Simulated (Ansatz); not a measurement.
Species: SnF, charge 1, multiplicity 1. SMILES: [Sn+][F]
Geometry: optimised at B3LYP-D3(BJ)/def2-TZVP (Ansatz, an electronic-structure program).

Property: vertical ionisation energy (to the doublet state of charge +2; each state is the SCF solution reached for its spin; for the doublet T1 is 0.061), in eV. Cores are frozen in the correlated levels unless marked. UHF or UKS for open shells. No spin-orbit coupling. The frozen core is the preceding noble-gas configuration, with the filled d and f shells of earlier blocks. In def2 rows, elements after Kr have scalar-relativistic effective core potentials. CBS(X,Y): correlation extrapolated as X^-3; Hartree-Fock from the larger set.

```csv
level,program,vertical ionisation energy (eV)
SVWN5/def2-TZVPD,Ansatz,19.59
PBE/def2-TZVPD,Ansatz,19.16
r2SCAN/def2-TZVPD,Ansatz,…
B3LYP/def2-TZVPD,Ansatz,19.30
PBE0/def2-TZVPD,Ansatz,19.12
BHLYP/def2-TZVPD,Ansatz,…
CAM-B3LYP/def2-TZVPD,Ansatz,…
wB97M-V/def2-TZVPD,Ansatz,19.22
wB97X-V/def2-TZVPD,Ansatz,19.19
CCSD/def2-SVPD,Ansatz,18.90
CCSD/def2-TZVPPD,Ansatz,18.90
CCSD/def2-QZVPPD,Ansatz,…
"CCSD(T)/CBS(def2-TZVPPD,def2-QZVPPD)",Ansatz,19.05
```

Problem. Fill in the missing entries.

Solution. 
- r2SCAN/def2-TZVPD, vertical ionisation energy (eV): 19.15
- BHLYP/def2-TZVPD, vertical ionisation energy (eV): 19.07
- CAM-B3LYP/def2-TZVPD, vertical ionisation energy (eV): 19.37
- CCSD/def2-QZVPPD, vertical ionisation energy (eV): 18.94
